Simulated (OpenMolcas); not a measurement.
## P IV: effect of correlating more closed shells

```yaml
Program: OpenMolcas 26.06
Basis: ANO-RCC-VTZP [5s4p2d1f]
Scalar_Hamiltonian: DKH2, point nucleus
Active_space: 2 electrons in 4 orbitals (3s 3p)
State_averaging: 2S+1 = 3 even, 3 roots; 2S+1 = 1 even, 7 roots; 2S+1 = 3 odd, 3 roots; 2S+1 = 1 odd, 3 roots
Spin-orbit_coupling: RASSI with atomic mean-field integrals over the reference wave functions, term energies averaged over their components
```

Methods on the same reference wave functions:
A. CASSCF
B. MS-CASPT2, IPEA 0.25 Eh, imaginary shift 0.1 Eh (closed shells correlated: none)
C. MS-CASPT2, IPEA 0.25 Eh, imaginary shift 0.1 Eh (closed shells correlated: 2s 2p)

Energies in cm⁻¹ above 3s² ¹S₀, the measured ground level; measured values from Martin, Zalubas and Musgrove, J. Phys. Chem. Ref. Data 14, 751 (1985).

| Level | A | B | C | Measured |
| --- | --- | --- | --- | --- |
| 3s² ¹S₀ | 0.0 | 0.0 | 0.0 | 0.0 |
| 3s 3p ³P°₀ | 67084 | 66936 | 67289 | 67918 |
| 3s 3p ³P°₁ | 67284 | 67136 | 67489 | 68146 |
| 3s 3p ³P°₂ | 67689 | 67541 | 67894 | 68615 |
| 3s 3p ¹P°₁ | 117049 | 108533 | 108370 |  |
| 3p² ³P₀ | 165307 | 164819 | 165229 | 164941 |
| 3p² ³P₁ | 165510 | 165024 | 165435 | 165185 |
| 3p² ³P₂ | 165896 | 165355 | 165763 | 165654 |
| 3p² ¹D₂ | 179027 | 166647 | 166993 | 158142 |
| 3p² ¹S₀ | 208225 | 196924 | 197031 | 194592 |

Deviations, from unrounded energies. A percentage is the sum of absolute deviations over the sum of measured energies, with the sign that they share, or ± where signs differ.

```tsv
Against measurement	Levels	A	B	C
mean absolute deviation (cm-1)	8	4800	1800	1700
other configurations (%)	8	±3.6	±1.4	±1.3
```

B, C lie about equally close to measurement and A furthest from it. The largest miss of C in the table is 3p² ¹D₂, by +8900 cm-1. The ranking rests on the paired levels alone, and a cruder setting can come out closer through cancelling errors.

Between B and C the level of the table that moves most is 3p² ³P₁, by 410 cm-1 (lowest in B, highest in C).

The lowest spin-free term lies below A's lowest term by 0.005 hartree in B, 0.022 hartree in C.

What an inner shell adds also hangs on whether the basis holds functions to correlate it.

Over all roots computed the reference weight is 0.92 to 1.00 in B, 0.92 to 1.00 in C; the roots of lowest weight are the least certain, and an intruder state may touch them. The ¹D term of p² mixes with s d, which this space lacks. Some levels mix across a computed gap that differs much from the measured one, so their mixing is not that of the real levels (holds for C). Computed and measured levels are paired by configuration, term and J; levels that our copy of the source lacks, or whose pairing is in doubt (as where it misses far off the trend of its configuration), stay unpaired and out of the deviations. Only configurations of the active space appear.

° marks odd parity.
